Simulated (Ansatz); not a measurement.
`C#[C][Al]([F])[Cl]` + `[SH][Ga]([Cl])[Cl]` → `[F][Al]([SH])[Cl]` + `C#[C][Ga]([Cl])[Cl]` at 700 K and 1 bar (redistribution).

Gas-phase electronic energies from Ansatz, PBE0-D4/def2-TZVP geometries. CCSD(T)/CBS adds triple-zeta CCSD(T) − MP2 to the extrapolated MP2 energy (def2 sets, frozen cores). For Ga outer-core shells are correlated without core-valence functions, which leaves a few kJ/mol of doubt a bond. Scalar relativity is left out up to krypton. One conformer a species, not always the lowest.

| species | CCSD(T)/CBS energy (Eh) | H − E (kJ/mol) | S (J/(mol·K)) |
| --- | --- | --- | --- |
| `C#[C][Al]([F])[Cl]` | -878.39595 | 120.9 | 423.4 |
| `[SH][Ga]([Cl])[Cl]` | -3242.02309 | 88.6 | 428.8 |
| `[F][Al]([SH])[Cl]` | -1200.16071 | 90.0 | 402.4 |
| `C#[C][Ga]([Cl])[Cl]` | -2920.25663 | 119.2 | 444.6 |

H − E and S are ideal-gas, rigid-rotor, harmonic terms from PBE0-D4/def2-TZVP, for one conformer and one mirror image of each species. 1 Eh = 2625.50 kJ/mol, R = 8.31446 J/(mol·K).

By hand: ΔE, ΔH, ΔS and ΔG.

ΔE = (-1200.16071) + (-2920.25663) − (-878.39595) − (-3242.02309) = 0.00170 Eh = 4.5 kJ/mol. Δ(H − E) = 90.0 + 119.2 − 120.9 − 88.6 = -0.3, so ΔH = 4.2 kJ/mol. ΔS = 402.4 + 444.6 − 423.4 − 428.8 = -5.2 J/(mol·K). ΔG = 4.2 − 700 × (-5.2)/1000 = 7.8 kJ/mol.

By hand: the equilibrium constant, and the temperature at which ΔG would vanish if ΔH and ΔS stayed fixed.

log₁₀ K = −ΔG/(RT ln 10) = -0.6. ΔH and −TΔS have one sign here, so there is no such temperature.

TΔS isn't small against ΔH here. A doubt of 5 kJ/mol in ΔE shifts log₁₀ K by 0.4 here. Other conformers and mirror images would add mixing entropy, several J/(mol·K) or more a flexible species. These are equilibria of isolated gas molecules and say nothing of rates. Largest T1 diagnostic: 0.012 (customary marks: 0.02 for closed shells, 0.045 for open ones).

ΔS is within the doubt of such terms, so its sign, and with it that verdict, could turn.
